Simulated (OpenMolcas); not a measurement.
# Nb4+: moving or changing the point charges

Nb4+ among 6 point charges of -1.7 e arranged as an octahedron (Oh), 1.86 Å from the ion.
```
   1.8600    0.0000    0.0000  -1.70
   0.0000    1.8600    0.0000  -1.70
  -1.8600    0.0000    0.0000  -1.70
   0.0000   -1.8600    0.0000  -1.70
   0.0000    0.0000    1.8600  -1.70
   0.0000    0.0000   -1.8600  -1.70
```

```yaml
Program: OpenMolcas 26.06
Method: "SS-CASPT2, IPEA 0.25 Eh, imaginary shift 0.1 Eh (closed shells correlated: 4s 4p)"
Basis: ANO-RCC-VDZP [6s5p3d1f]
Scalar_Hamiltonian: DKH2, point nucleus
Active_space: 1 electron in 5 orbitals (4d)
State_averaging: 2S+1 = 2 even, 5 roots
Spin-orbit_coupling: state interaction with AMFI integrals over the reference wave functions
```

Runs around this geometry, states (labels of O, the rotations of Oh). Energies in cm-1 above the lowest state or level, χT in cm3 K/mol; under a threefold ground state the first gap can be a small split of the lowest multiplet, not the spin-orbit step; 10Dq is the gap between the two states.

```csv
R (Å),q (e),Ground state,First state of that spin,10Dq,First gap with spin-orbit (degeneracies),χT at 300 K
1.86,-0.85,2T2,2E 8800,8801,"1140 (4, 2)",0.152
1.76,-1.7,2T2,2E 23500,23504,"910 (4, 2)",0.171
1.86,-1.7,2T2,2E 17850,17850,"1010 (4, 2)",0.158
```

Taking |10Dq| as R^-n, n = -ln(17850 / 23504) / ln(1.86 / 1.76) = 5.0 between the shortest and longest distance. The point-charge formula for a cubic d site gives n = 5.

Scaling the charges by -0.85 / -1.7 = 0.50 scales |10Dq| by 8801 / 17850 = 0.49; with fixed orbitals a first-order splitting would follow the charge.

Roots that are degenerate in the reference are averaged as groups; the widest CASPT2 spread within a group is 12 cm-1 (the 2-fold group of multiplicity 2 near 17800 cm-1 above the lowest state of its run, R = 1.86, q = -1.7). Shifts and gaps below about the spread of the groups concerned are not significant. An orbital triplet at a regular site is open to Jahn-Teller coupling, which can distort the site and quench the lowest spin-orbit gaps and is left out. Free-ion shares, where given, are those of the reference states; single-state CASPT2 does not remix them. This field is weak: 10Dq is about 8801 cm-1, while octahedral complexes of 4d ions of charge 3 and more, computed by the same method with explicit ligands, had a median near 25000 cm-1. Ground spin and moment need not be those of a real site (holds for R = 1.86, q = -0.85). This is an electrostatic model: the charges have no orbitals. No measured value stands beside these numbers.
